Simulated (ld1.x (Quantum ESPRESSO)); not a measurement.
## Before and after: PAW potential for technetium

Tc, PAW, made with ld1.x (Quantum ESPRESSO) 7.5 (Wu–Cohen, scalar-relativistic). Core [Ar] 3d10 4s2, reference 4p6 4d5 5s1.5 5p0 (charge +0.5). Waves: 5s (bound): rcut 2.00, rcutus 2.55 bohr; 5s channel at 0.3 Ry: rcut 2.00, rcutus 2.55 bohr; 4p (bound): rcut 1.55, rcutus 1.90 bohr; 5p (bound, empty): rcut 1.55, rcutus 1.90 bohr; 4d (bound): rcut 1.45, rcutus 1.90 bohr; 4d channel at -0.15 Ry: rcut 1.45, rcutus 1.90 bohr; 4f channel at 0.05 Ry: rcut 1.80, rcutus 2.25 bohr; 4f channel at 2.05 Ry: rcut 1.80, rcutus 2.25 bohr. Local part: all-electron potential smoothed inside 2.00 bohr (lloc = -1). Core correction: a·sin(br)/r model core, default radius (ld1.x builds one for every PAW set, though the input has nlcc=.false.). Augmentation charge: BESSEL, radius 1.25 bohr.

All-electron outer shells of the reference configuration (Wu–Cohen, scalar-relativistic, ld1.x):

```json
{"shell": "4s", "level (eV)": "-77.00", "outermost node (bohr)": "0.50", "outermost maximum (bohr)": "0.95"}
{"shell": "4p", "level (eV)": "-48.97", "outermost node (bohr)": "0.51", "outermost maximum (bohr)": "1.03"}
{"shell": "4d", "level (eV)": "-10.26", "outermost node (bohr)": "0.50", "outermost maximum (bohr)": "1.27"}
{"shell": "5s", "level (eV)": "-8.18", "outermost node (bohr)": "1.28", "outermost maximum (bohr)": "2.65"}
{"shell": "5p", "level (eV)": "-3.98", "outermost node (bohr)": "1.45", "outermost maximum (bohr)": "3.37"}
```

Change: reference 4p6 4d5 5s2 5p0.

Cutoffs: the cutoffs (Ry, on a coarse ladder) from which the occupation-weighted sum of valence levels, in a spherical-Bessel basis at the reference potential, stays within 10 and 1 mRy of its value at 400 Ry; they do not see the model core or the augmentation charge, which bear on the density cutoff. Errors are all-electron minus pseudo energies relative to the spin-unpolarised reference configuration.

**Question.** What does the change do?

**Answer.** The potential gets neither clearly harder nor softer (30 Ry and 50 Ry → 30 Ry and 50 Ry); both files keep a bound ghost (s).

```tsv
quantity	base	changed
cutoff, loose	30 Ry	30 Ry
cutoff, tight	50 Ry	50 Ry
bound ghosts	s	s
largest error over its own tests, meV	-22	-21
s: phases at 2.74 bohr within 0.05 rad from the reference energy up to (Ry; the scan ends near 5)	4.0	4.2
p: phases at 2.74 bohr within 0.05 rad from the reference energy up to (Ry; the scan ends near 5)	3.3	3.4
d: phases at 2.74 bohr within 0.05 rad from the reference energy up to (Ry; the scan ends near 5)	to the end of the scan	to the end of the scan
f: phases at 2.74 bohr within 0.05 rad from the reference energy up to (Ry; the scan ends near 5)	4.1	4.3
lowest overlap eigenvalue by channel	s 0.43, p 0.12, d 0.90, f 0.96	s 0.43, p 0.12, d 0.95, f 0.95
```

 A true bound ghost makes a file unfit for plane-wave use even where its test errors are small: the radial tests pick states by their node count and pass the ghost by.
